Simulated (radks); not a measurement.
All-electron atom: Ba13.6+ in [He] 2s1.4 2p6 3s2 3p6 3d10 4s2 4p6 4d7 (fractional occupations, a model configuration). Method: scalar-relativistic Kohn-Sham, r2SCAN, spin-unpolarised, spherical densities, finite nucleus; meta-GGA in the generalised Kohn-Sham scheme; Fermi nuclear charge, rms radius 4.8378 fm; computed with a radial shooting solver on a logarithmic mesh with Libxc functionals.

Normalised radial functions P(r) = r R(r), r in bohr:

| r | 3p | 4s | 4p |
|---|---|---|---|
| 0.001151 | 0.0044 | 0.0883 | 0.0021 |
| 0.001475 | 0.0068 | 0.1085 | 0.0033 |
| 0.001905 | 0.0106 | 0.1335 | 0.0051 |
| 0.002442 | 0.0163 | 0.1620 | 0.0079 |
| 0.003129 | 0.0252 | 0.1946 | 0.0122 |
| 0.004009 | 0.0387 | 0.2307 | 0.0187 |
| 0.005179 | 0.0601 | 0.2700 | 0.0290 |
| 0.006637 | 0.0915 | 0.3071 | 0.0442 |
| 0.008505 | 0.1381 | 0.3380 | 0.0667 |
| 0.0109 | 0.2059 | 0.3551 | 0.0994 |
| 0.01408 | 0.3055 | 0.3469 | 0.1473 |
| 0.01804 | 0.4370 | 0.3007 | 0.2104 |
| 0.02312 | 0.6054 | 0.2040 | 0.2909 |
| 0.02963 | 0.8033 | 0.0496 | 0.3846 |
| 0.03827 | 1.0110 | -0.1618 | 0.4809 |
| 0.04904 | 1.1598 | -0.3810 | 0.5450 |
| 0.06284 | 1.1708 | -0.5442 | 0.5365 |
| 0.08053 | 0.9431 | -0.5563 | 0.4053 |
| 0.104 | 0.3851 | -0.3261 | 0.1097 |
| 0.1333 | -0.4297 | 0.1215 | -0.2955 |
| 0.1708 | -1.3111 | 0.6191 | -0.6780 |
| 0.2189 | -1.9343 | 0.8600 | -0.8164 |
| 0.2805 | -2.0308 | 0.5786 | -0.5253 |
| 0.3624 | -1.5799 | -0.2243 | 0.1944 |
| 0.4643 | -0.9141 | -1.0777 | 0.9773 |
| 0.595 | -0.3806 | -1.4796 | 1.4076 |
| 0.7625 | -0.1067 | -1.2532 | 1.2797 |
| 0.985 | -0.0172 | -0.6903 | 0.7794 |
| 1.262 | -0.0016 | -0.2490 | 0.3200 |
| 1.617 | -0.0001 | -0.0535 | 0.0814 |
| 2.073 | 0.0000 | -0.0061 | 0.0115 |

3p: eigenvalue -1351.5 eV, 1 radial node at r = 0.118 bohr, <r> = 0.286 bohr, 90 % of the charge inside 0.428 bohr. 4s: eigenvalue -503.51 eV, 3 radial nodes at r = 0.0316, 0.126, 0.341 bohr, <r> = 0.649 bohr, 90 % of the charge inside 0.926 bohr. 4p: eigenvalue -436.54 eV, 2 radial nodes at r = 0.112, 0.341 bohr, <r> = 0.678 bohr, 90 % of the charge inside 0.977 bohr.
